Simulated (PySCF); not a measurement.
**C₆ coefficients of unlike pairs at PBE0**

Calculated with PySCF 2.14 from the dipole response of each species, C₆(A,B) = (3/π) ∫ α_A(iu) α_B(iu) du, in atomic units, from isotropic polarisabilities. For ions this is the dispersion term alone; charge-induced terms of lower order in 1/R come first.

```tsv
species	configuration	basis	relativity	α (bohr³)	C₆ (like pair)
Hg²⁺	[Xe] 4f14 5d10 (1S)	aug-cc-pwCVTZ-PP with ECP60MDF (8s8p7d4f3g)	core potential	7.886	51.20
Ca²⁺	[Ar] (1S)	aug-cc-pVTZ-X2C (7s6p4d2f)	spin-free X2C	3.128	9.530
F³⁺	[He] 2s2 2p2 (3P)	dyall-av3z (15s9p3d2f)	none	0.9450	0.8502
Ni³⁺	[Ar] 3d7 (4F)	def2-QZVPPD (11s6p5d4f2g)	none	1.641	3.835
```

**Question.** Estimate C₆ for Ni³⁺ with Ca²⁺.

**Answer.** The integral gives 5.832. The combination rule 2 C_A C_B / (C_A α_B/α_A + C_B α_A/α_B) gives 5.938 and the geometric mean 6.045.

No spin-orbit coupling is included.

The other pairs:

| pair | C₆ |
| --- | --- |
| F³⁺, Hg²⁺ | 6.567 |
| Ca²⁺, Hg²⁺ | 22.03 |
| F³⁺, Ca²⁺ | 2.822 |
| Ni³⁺, Hg²⁺ | 13.57 |
| Ni³⁺, F³⁺ | 1.783 |
